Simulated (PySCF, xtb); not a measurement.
TeHI, SMILES [TeH]I.

GFN2-xTB run with xtb 6.7.1 at its own geometry gives an orbital gap of 3.00 eV and a dipole moment of 5.98 D.

Coordinates come from a PBE0-D3(BJ)/def2-TZVP optimisation. The def2 effective core potentials stand for the cores of I, Te; spin–orbit coupling is left out.

**Question.** What does M06-2X/def2-TZVPD (PySCF) give? (Estimate from the structure and the level; the computed values follow.)

**Answer.** gap 5.52 eV (levels -7.55 and -2.03 eV), dipole 1.26 D.
